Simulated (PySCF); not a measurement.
germane (H₄Ge), SMILES [GeH4]. Heavy atoms are numbered as in [GeH4:1]. Hydrogens are named by the atom that carries them.

Geometry: B3LYP-D3(BJ)/def2-TZVP.

These are KT2/pcSseg-1 (PySCF) values and carry that method's errors.

GIAO shieldings, no solvent; atoms alike by connectivity are averaged. δ = σ(ref) − σ: ¹H against TMS (σ = 31.47 ppm), references at their B3LYP-D3(BJ)/def2-TZVP geometries, non-relativistic.

Task: Estimate the chemical shifts. (Estimate from the structure and the level; the computed values follow.)

Result: 
```json
[
 {"nucleus": "¹H", "atoms": "H on Ge1", "count": "4", "δ (ppm)": "3.81"}
]
```
